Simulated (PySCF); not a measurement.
# C₆ coefficients of unlike pairs at wB97X-V

Calculated with PySCF 2.14 from the dipole response of each species, C₆(A,B) = (3/π) ∫ α_A(iu) α_B(iu) du, in atomic units, from isotropic polarisabilities. For ions this is the dispersion term alone; charge-induced terms of lower order in 1/R come first.

| species | configuration | basis | relativity | α (bohr³) | C₆ (like pair) |
| --- | --- | --- | --- | --- | --- |
| Zn³⁺ | [Ar] 3d9 (2D) | aug-cc-pVTZ-PP with one added diffuse shell each of s, p, d, f, g type with ECP10MDF (7s7p6d4f3g) | core potential | 1.467 | 3.250 |
| S⁺ | [Ne] 3s2 3p3 (4S) | def2-TZVPPD (6s6p4d1f) | none | 10.85 | 53.39 |
| Te⁺ | [Kr] 4d10 5s2 5p3 (4S) | aug-cc-pwCVTZ-PP with ECP28MDF (8s7p6d4f1g) | core potential | 22.15 | 188.0 |
| Br²⁺ | [Ar] 3d10 4s2 4p3 (4S) | def2-QZVPPD (12s8p5d4f1g) | none | 8.454 | 41.11 |

(1) Estimate C₆ for Te⁺ with Zn³⁺.

No spin-orbit coupling is included.

The other pairs:

| pair | C₆ |
| --- | --- |
| Br²⁺, S⁺ | 46.47 |
| Br²⁺, Te⁺ | 86.60 |
| Te⁺, S⁺ | 99.88 |
| Br²⁺, Zn³⁺ | 10.35 |
| S⁺, Zn³⁺ | 11.03 |

Answers

(1) The integral gives 20.55. The combination rule 2 C_A C_B / (C_A α_B/α_A + C_B α_A/α_B) gives 19.86 and the geometric mean 24.72.
